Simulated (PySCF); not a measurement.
## Working out the ionisation energy of Se+

Se+ [Ar] 3d10 4s2 4p3 (4S) → Se(2+) [Ar] 3d10 4s2 4p2 (3P). Computed with PySCF 2.14 in cc-pVDZ-DK (5s4p2d, 27 functions), with the spin-free X2C one-electron Hamiltonian (Gaussian nucleus). Frozen: [Ar] 3d10. Energies in hartree (1 hartree = 27.21139 eV):

```
            part   Se+ (lower)  Se(2+) (upper)
             UHF  -2427.646845    -2426.880355
CCSD correlation     -0.070877       -0.059904
             (T)     -0.000623       -0.000539
```

Problem. What does Hartree-Fock give?

Solution. (-2426.880355) − (-2427.646845) = 0.766490 hartree = 20.857 eV.

Problem. What do CCSD and CCSD(T) give?

Solution. The CCSD correlation energies differ by 0.010973 hartree = 0.299 eV and the triples by 0.000084 hartree = 0.002 eV, so CCSD gives 21.156 eV and CCSD(T) 21.158 eV.

Reference: 21.196 ± 0.01 eV (measured; NIST Atomic Spectra Database, ionization energies), between the lowest levels; spin-orbit coupling is absent from the calculation.

A double-zeta basis recovers only part of the correlation energy.

What remains against the reference includes basis incompleteness, the frozen core and higher excitations.
